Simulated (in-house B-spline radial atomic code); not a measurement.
Radial electron density of Ar, [Ne] 3s1 3p6 4p1. Computed with a B-spline radial code for spherical atoms: non-relativistic TPSSh, spin-polarised, spherical fractional occupations, exact exchange averaged over the configuration, point nucleus.

Columns: r (bohr), 4πr²n(r) (electrons per bohr), bar.

```
 0.00322   0.4444 #
 0.00398   0.6606 #
 0.00492    0.976 ##
 0.00609    1.434 ###
 0.00753    2.081 ####
 0.00931    2.984 ######
  0.0115    4.209 #########
  0.0142    5.825 ############
  0.0176    7.922 #################
  0.0218    10.46 ######################
   0.027    13.33 ############################
  0.0333    16.21 ##################################
  0.0412    18.79 #######################################
   0.051    20.48 ###########################################
  0.0631    20.78 ############################################
   0.078    19.57 #########################################
  0.0965    17.34 ####################################
   0.119    15.26 ################################
   0.148    14.64 ###############################
   0.183    16.21 ##################################
   0.226    19.04 ########################################
   0.279    20.95 ############################################
   0.346    19.82 ##########################################
   0.427    15.47 ################################
   0.529    9.728 ####################
   0.654     5.56 ############
   0.809    4.294 #########
       1    4.935 ##########
    1.24     5.39 ###########
    1.53    4.588 ##########
    1.89    2.974 ######
    2.34    1.416 ###
     2.9   0.5055 #
    3.58   0.1826 
    4.43   0.1419 
    5.48    0.175 
    6.78   0.1733 
    8.38   0.1124 
    10.4  0.04584 
    12.8  0.01388 
    15.9 0.002399 
    19.6 0.0002393 
    24.3 1.091e-05
```

On this grid the curve has 4 maxima, near 0.0631, 0.279, 1.24, 5.48 bohr.

The 3p up radial function P(r) = rR(r), positive near the nucleus:

```tsv
r (bohr)	P
0.00398	0.0008781
0.00609	0.002018
0.00931	0.004581
0.0142	0.01021
0.0218	0.02249
0.0333	0.04742
0.051	0.09531
0.078	0.1766
0.119	0.2895
0.183	0.3962
0.279	0.3868
0.427	0.1345
0.654	-0.3527
1	-0.7926
1.53	-0.8091
2.34	-0.4565
3.58	-0.1293
5.48	-0.0162
```
